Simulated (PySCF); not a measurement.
Al(Me)(F) (CH₃AlF), SMILES [CH3][Al+][F], charge +1. Geometry: ωB97X-D3(BJ)/def2-TZVP. The spin state was assumed, not searched. The isomer is the one that the SMILES or the coordinates give; other isomers of the formula were not compared.

Computed equilibrium geometry at ωB97X-D3(BJ)/def2-TZVP (PySCF confirms it by a frequency run) as bond lengths and angles, and its point group:
point group C3v.
Atoms: Al1 C2 H3 H4 H5 F6. Bond lengths (Å): Al1–C2 1.902, Al1–F6 1.605, C2–H3 1.093, C2–H4 1.093, C2–H5 1.093. Angles (°): C2–Al1–F6 180.0, Al1–C2–H3 109.1, Al1–C2–H4 109.1, Al1–C2–H5 109.1, H3–C2–H4 109.8, H3–C2–H5 109.8, H4–C2–H5 109.8.
Charge +1, spin multiplicity 1.
